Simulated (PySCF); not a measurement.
A structure optimised at ωB97X-D3(BJ)/def2-SVP, used in a PySCF frequency run:

```
Si
O 1 1.6738
Si 2 1.6623 1 139.31
H 3 1.4873 2 108.18 1 -176.55
H 1 1.4908 2 109.36 3 57.02
H 3 1.4918 4 109.63 2 120.19
H 3 1.4919 4 109.69 6 119.51
H 1 1.4942 5 109.35 2 120.17
C 1 1.8892 5 111.97 8 126.80
H 9 1.1036 1 110.04 5 -47.41
O 9 1.4281 10 105.92 1 -114.62
H 11 0.9669 9 106.70 10 171.07
C 9 1.5278 10 109.26 11 -120.46
H 13 1.1015 9 110.06 10 63.53
H 13 1.1021 14 108.71 9 122.21
H 13 1.1033 14 108.06 15 116.76
```

Task: Write its SMILES and formula.

Result: C[C@H](O)[SiH2]O[SiH3], C₂H₁₀O₂Si₂

Task: What are its rotational constants (standard atomic weights)?

Result: 4.1716, 1.1124, 1.0754 GHz
